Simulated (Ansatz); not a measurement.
A structure relaxed at PBE-D4/def2-SVPD in Ansatz, charge -1, doublet:

```tsv
atom	x (Å)	y (Å)	z (Å)
B1	-0.6649	0.3549	-0.6081
B2	-0.1647	-0.8257	0.5087
B3	0.8755	0.4429	0.1054
Sb4	0.3659	2.2220	-1.1311
Sb5	-2.2879	-1.0485	-0.1220
Sb6	1.8761	-1.1456	1.2471
```

Task: Give its formula and point group.

Result: B3Sb3⁻. Point group Cs (tolerance 0.1 Å).

Task: Summarise the bond lengths by kind (pairs closer than 1.2 times the sum of covalent radii, bridged metal pairs left out).

Result: 6 × B–Sb 2.19 to 2.23 Å; 3 × B–B 1.69 to 1.70 Å.

In the def2 sets Sb takes a core potential; there is no spin–orbit coupling. The structure comes from a short search, and lower isomers may exist.
